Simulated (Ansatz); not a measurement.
Two members of one family (Series B2X4), computed with Ansatz in the gas phase. The two geometries come from different levels. A negative affinity means that the extra electron isn't bound at that geometry and level; within about 0.2 eV of zero the sign isn't settled. Binding counts from free atoms in the multiplicity of their measured ground term, without zero-point energy. A dash marks a value that wasn't run or was left out as unsound. The structures are stationary points that may keep the symmetry of their start. Remarks come from the PBE and PBE0 runs and from stability tests at other levels; not every state was tested. A HOMO above zero means that the electron is unbound at that level and held by the basis, or that self-interaction error raises the level; the energy of removing that electron tells which. HOMO above LUMO (over both spins in singlets and doublets, within one spin in higher multiplets; at PBE or PBE0), or a gap under 0.15 eV within one spin, warns that the state may not be the lowest or that an electron is smeared out.

First: B2(F)4 (singlet, charge 0, r2SCAN-D4/def2-SVP geometry).

```xyz
6

B    -0.339    0.446   -0.652
F     0.419    0.987   -1.591
F    -1.643    0.629   -0.765
B     0.339   -0.448    0.651
F     0.701    0.140    1.779
F     0.523   -1.755    0.578
```

| level | HOMO (eV) | LUMO (eV) | gap (eV) | vertical EA (eV) | binding per atom (eV) |
| --- | --- | --- | --- | --- | --- |
| PBE-D4/def2-SVP | -8.11 | -1.70 | 6.40 | – | 5.37 |
| PBE-D4/def2-TZVP | -8.37 | -1.94 | 6.42 | – | 5.22 |
| PBE-D4/def2-TZVPD | -8.41 | -2.00 | 6.41 | -0.64 | 5.21 |
| PBE0-D4/def2-SVP | -9.92 | -0.76 | 9.16 | – | 5.16 |
| PBE0-D4/def2-TZVPD | -10.11 | -0.99 | 9.13 | -0.75 | 5.04 |

Remarks: HOMO above zero (-1 doublet), gap within one spin near zero at PBE or PBE0 (-1 doublet).

Second: B2(OH)4 (singlet, charge 0, PBE-D4/def2-SVP geometry).

```xyz
10

B     0.738    0.857   -0.210
O     1.012    1.825    0.724
O     1.395    0.970   -1.411
B    -0.371   -0.431    0.106
O    -0.988   -0.469    1.339
O    -0.587   -1.361   -0.889
H     0.497    1.651    1.532
H     1.130    0.239   -1.996
H    -1.605   -1.212    1.475
H    -1.220   -2.070   -0.669
```

Problem. Estimate how these quantities change from the first to the second (second minus first).

Solution. 
| level | Δ HOMO (eV) | Δ LUMO (eV) | Δ gap (eV) | Δ vertical EA (eV) | Δ binding per atom (eV) |
| --- | --- | --- | --- | --- | --- |
| PBE-D4/def2-SVP | 1.84 | 0.64 | -1.20 | – | -0.64 |
| PBE-D4/def2-TZVP | 1.72 | 0.50 | -1.22 | – | -0.56 |
| PBE-D4/def2-TZVPD | 1.67 | 0.43 | -1.24 | 0.49 | -0.54 |
| PBE0-D4/def2-SVP | 2.07 | 0.56 | -1.50 | – | -0.58 |
| PBE0-D4/def2-TZVPD | 1.89 | 0.27 | -1.63 | 0.51 | -0.52 |

Remarks: HOMO above zero (-1 doublet).
